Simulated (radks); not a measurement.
Species: Ho2+. Configuration: [Xe] 4f(5/2: 6, 7/2: 4) 6p(1/2: 1, 3/2: 0) (not the ground configuration). Method: Dirac Kohn-Sham, BLYP, spin-unpolarised, spherical densities, finite nucleus; Fermi nuclear charge, rms radius 5.2022 fm; computed with a radial shooting solver on a logarithmic mesh with Libxc functionals.

Spin-orbit splittings of the eigenvalues, e(l+1/2) - e(l-1/2), with zeta = 2 splitting/(2l+1) and mean radii in bohr:

| shell | occ. | splitting (eV) | zeta (eV) | <r> j=l-1/2 | <r> j=l+1/2 |
|---|---|---|---|---|---|
| 2p | 6 | 857.2 | 571.4 | 0.07290 | 0.08006 |
| 3p | 6 | 179.0 | 119.3 | 0.2191 | 0.2327 |
| 3d | 10 | 39.11 | 15.64 | 0.2054 | 0.2096 |
| 4p | 6 | 40.29 | 26.86 | 0.5279 | 0.5588 |
| 4d | 10 | 7.331 | 2.932 | 0.5885 | 0.5994 |
| 4f | 10 | 1.045 | 0.2986 | 0.7832 | 0.7961 |
| 5p | 6 | 5.469 | 3.646 | 1.399 | 1.495 |
| 6p | 1 | 0.7360 | 0.4906 | 3.744 | 3.937 |
